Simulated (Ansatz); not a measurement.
Ideal-gas functions of CH$_{4}$Cl$_{2}$SeSi, SMILES `C[Se][SiH](Cl)Cl` at 800 K and 1 bar, from an Ansatz frequency run at PBE0-D4/def2-TZVP.

Molar mass 194.0 g/mol, point group C1 (symmetry number 1), electronic degeneracy 1, moments of inertia 256.934, 458.296, 670.936 u Å². Harmonic wavenumbers (cm⁻¹, unscaled): 47, 96, 109, 145, 181, 219, 410, 542, 587, 606, 760, 801, 921, 929, 1308, 1462, 1469, 2261, 3081, 3183, 3189.

Use S(trans) = R[1.5 ln M + 2.5 ln T − 1.1517]; rotational temperatures θ = 24.2544 K / I; S(rot) = R[ln(√π/σ · √(T³/θAθBθC)) + 1.5]; for each mode x = 1.438777 ν̃/T, S = R[x/(eˣ − 1) − ln(1 − e⁻ˣ)] and H = RT x/(eˣ − 1); 1 cm⁻¹ = 0.0119627 kJ/mol; R = 8.31446 J/(mol·K).

Question: By hand: the entropy, in J/(mol·K).

Answer: Translation 195.1. Rotation: θ = 0.0944, 0.0529, 0.0362 K, giving 136.4. Vibration, mode by mode: 28.86, 22.93, 21.88, 19.51, 17.68, 16.11, 11.03, 8.85, 8.24, 8.00, 6.33, 5.96, 5.01, 4.95, 2.89, 2.32, 2.30, 0.73, 0.21, 0.18, 0.18, in all 194.2. Electronic 0.0. Sum 525.7 J/(mol·K).

Question: By hand: H − E and G − E in kJ/mol, counted from the electronic energy.

Answer: Zero-point energy ½ × 22306 × 0.0119627 = 133.4; thermal vibration 67.7; translation, rotation and pV give 4 RT = 26.6. H − E = 227.7 kJ/mol, and G − E = 227.7 − 800 × 525.7/1000 = -192.9 kJ/mol.

Vibration gives 37 % of the entropy, 93.2 J/(mol·K) of it from the modes under 150 cm⁻¹: soft modes count most, and the harmonic formula is weakest for them. The sum counts one conformer and one mirror image; others add a mixing term.
